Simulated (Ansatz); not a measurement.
`C[NH][Al]([CH3])[Cl]` + CH₃SH → `C[S][Al]([CH3])[Cl]` + CH₃NH₂ at 298.15 K and 1 bar (ligand exchange at the Al–N bond).

Isolated molecules relaxed with PBE0-D4/def2-TZVP in Ansatz; ΔE leaves out vibrations. CCSD(T)/CBS adds triple-zeta CCSD(T) − MP2 to the extrapolated MP2 energy (def2 sets, frozen cores). This one scheme is used for every species. One conformer a species, not always the lowest.

```
               species  CCSD(T)/CBS energy (Eh)  H − E (kJ/mol)  S (J/(mol·K))
`C[NH][Al]([CH3])[Cl]`               -836.93186           265.6          378.5
                 CH₃SH               -438.22835           133.0          253.2
 `C[S][Al]([CH3])[Cl]`              -1179.41428           227.1          398.1
                CH₃NH₂                -95.75281           180.0          240.4
```

H − E and S are ideal-gas, rigid-rotor, harmonic terms from PBE0-D4/def2-TZVP, for one conformer and one mirror image of each species. 1 Eh = 2625.50 kJ/mol, R = 8.31446 J/(mol·K).

Question: By hand: ΔE, ΔH, ΔS and ΔG.

Answer: ΔE = (-1179.41428) + (-95.75281) − (-836.93186) − (-438.22835) = -0.00688 Eh = -18.1 kJ/mol. Δ(H − E) = 227.1 + 180.0 − 265.6 − 133.0 = 8.5, so ΔH = -9.6 kJ/mol. ΔS = 398.1 + 240.4 − 378.5 − 253.2 = 6.8 J/(mol·K). ΔG = -9.6 − 298.15 × (6.8)/1000 = -11.6 kJ/mol.

Question: By hand: the equilibrium constant, and the temperature at which ΔG would vanish if ΔH and ΔS stayed fixed.

Answer: log₁₀ K = −ΔG/(RT ln 10) = 2.0. ΔH and −TΔS have one sign here, so there is no such temperature.

The number of gas molecules stays the same, so ΔS is small and ΔH decides. A doubt of 5 kJ/mol in ΔE shifts log₁₀ K by 0.9 here. Other conformers and mirror images would add mixing entropy, several J/(mol·K) or more a flexible species. Modes under 60 cm⁻¹, often nearly free rotors, make the harmonic entropy too high. These are equilibria of isolated gas molecules and say nothing of rates. Largest T1 diagnostic: 0.010 (customary marks: 0.02 for closed shells, 0.045 for open ones).

ΔS is within the doubt of such terms, so its sign, and with it that verdict, could turn.
